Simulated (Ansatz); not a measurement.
One change: `[NH2][In]([SH])[O][SiH3]` becomes `[NH2][In]([NH2])[SH]`.

Ansatz, PBE0-D4/def2-TZVP geometries, multiplicity 1. Each molecule was computed in one conformer, which needn't be the lowest.

Elements past krypton have def2 core potentials.

```
                                      property  `[NH2][In]([SH])[O][SiH3]`
          HOMO–LUMO gap (PBE0/def2-TZVPP) / eV                        6.01
         LUMO energy (ωB97M-V/def2-TZVPP) / eV                        0.20
size of the dipole moment (PBE/def2-TZVPP) / D                        1.95
             HOMO energy (PBE/def2-TZVPP) / eV                       -6.29
             LUMO energy (PBE/def2-TZVPP) / eV                       -2.49
            LUMO energy (PBE0/def2-TZVPP) / eV                       -1.60
```

Problem. What does the change do to each property? (An estimate is asked.)

Solution. Computed: 
```
                                      property  `[NH2][In]([NH2])[SH]`  shift
          HOMO–LUMO gap (PBE0/def2-TZVPP) / eV                    6.18   0.17
         LUMO energy (ωB97M-V/def2-TZVPP) / eV                    0.79   0.59
size of the dipole moment (PBE/def2-TZVPP) / D                    1.64  -0.31
             HOMO energy (PBE/def2-TZVPP) / eV                   -5.76   0.53
             LUMO energy (PBE/def2-TZVPP) / eV                   -1.82   0.67
            LUMO energy (PBE0/def2-TZVPP) / eV                   -0.95   0.65
```

With PBE0 the HOMO rises by 0.48 eV and the LUMO rises by 0.65 eV, so the gap widens by about 0.17 eV. PBE moves the HOMO by 0.53 eV and ωB97M-V by 0.49 eV. Dipoles are sizes alone; their direction can turn.
